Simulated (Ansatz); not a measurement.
**Calibrating HF/def2-SVP on B-containing radicals**

The atomisation energy (no zero-point term) in kJ/mol of 8 B-containing radicals: x at HF/def2-SVP, y at CCSD(T)/CBS estimate. Shapes, held fixed at every level: PBE0-D4/def2-TZVP. Flexible molecules stand in one conformer, not always the lowest. Programs: Ansatz 0.2.0.

| molecule | x (kJ/mol) | y (kJ/mol) |
| --- | --- | --- |
| C2H6B (SMILES [BH]CC) | 2561 | 3219 |
| B(CH3)2 | 2617 | 3282 |
| BH(CH2)(CH3) | 2664 | 3313 |
| B(CH2)(CH3)F | 2848 | ? |
| C2H7BN (SMILES B[N]CC) | 3093 | 4047 |
| B(CH2)(CH3)(NH2) | 3238 | 4206 |
| C3H8B (SMILES C[B]CC) | 3561 | 4504 |
| C3H8BO (SMILES [BH]OC(C)C) | 3877 | 5034 |

Q: Fit y = c + s·x to the known rows and predict y for B(CH2)(CH3)F.

A: 
1. Means of the 7 rows: x = 3087.29, y = 3943.6.
2. Σ(Δx)² = 1548117, Σ(Δx·Δy) = 2126124, so the slope is 2126124/1548117 = 1.3734.
3. Intercept: 3943.6 − (1.3734) × 3087.29 = -296.5. The largest residual of the fit is 96.
4. B(CH2)(CH3)F: -296.5 + 1.3734 × 2848 = 3615 kJ/mol.

CCSD(T)/CBS estimate gives 3572 kJ/mol, so the prediction is off by +43 kJ/mol, within the largest residual. Uncorrected, HF/def2-SVP misses B(CH2)(CH3)F by -724 kJ/mol, and the other rows by 856 on average. The line removes about 95 % of this miss. Hartree–Fock lacks correlation, which doesn't scale simply with the atomisation energy. Left out in turn, the other rows are missed by 58 kJ/mol on average. Spin contamination: C2H7BN (⟨S²⟩ up to 0.78). Open shells run unrestricted. The CBS estimate extrapolates MP2 from def2-TZVPP and def2-QZVPP and adds CCSD(T) − MP2 in the triple-zeta set, cores frozen.
